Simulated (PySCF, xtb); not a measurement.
CCl3, SMILES Cl[C+](Cl)Cl, charge +1.

Harmonic wavenumbers (cm⁻¹) from GFN2-xTB in xtb at its own minimum, in rising order: 269, 269, 445, 506, 822, 823.

Problem. What does PBE-D3(BJ)/def2-SVP in PySCF give at its own minimum? (An estimate is asked for; the answer gives what the named calculation found.)

Solution. 306, 306, 509, 534, 1022, 1022. Paired by order, the mean absolute difference is 94 cm⁻¹ and the zero-point energies are 4.5 and 5.3 kcal/mol.
